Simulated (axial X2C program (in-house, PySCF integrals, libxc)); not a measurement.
**Worked dissociation energy of GeI: LDA, without spin–orbit coupling**

Calculated with an axial X2C code built on PySCF integrals. Spin-free means the one-electron spin-free X2C Hamiltonian. Basis: I dyall-cv3z [11s12p8d4f1g], Ge dyall-cv3z [9s9p7d4f1g] (cores contracted in-house); Gaussian nuclei, density fitting, unrestricted open shells. Masses: I 126.904 u, Ge 73.921 u.

Molecular state: M_S = 1/2, Λ = 1 (beyond evenly filled blocks: π+α).

```
E(I) (2M_S = 1, M_L = 1)  : -7109.177855 hartree
E(Ge) (2M_S = 2, M_L = 1) : -2095.516427 hartree
E(GeI) at Re              : -9204.836838 hartree
ωe                        : 247.3 cm⁻¹
ωexe                      : 0.532 cm⁻¹
```

Q: Work out De and D0.

A: De = -7109.177855 + (-2095.516427) − (-9204.836838) = 0.14256 hartree = 3.879 eV. The zero-point energy is ωe/2 − ωexe/4 = 124 cm⁻¹ = 0.015 eV, so D0 = 3.864 eV.

Occupations by symmetry block were frozen at the best pattern of an incomplete PBE0 search. Dissociation energies refer to the lowest single-determinant-based atoms at the same level and basis. The functionals have no current-density term, which raises determinants with orbital currents, atoms included. Spin-free De lacks the spin–orbit lowering of the heavy p-block atom, a tenth of an eV or more for 4p and 5p, up to an eV for 6p and one to two eV for 7p atoms, less what an open-shell molecule gains itself.

LDA overbinds, often by about an eV.

Each atomic determinant is the lowest at this level and need not be a pure term. Totals compare only within one Hamiltonian and basis.
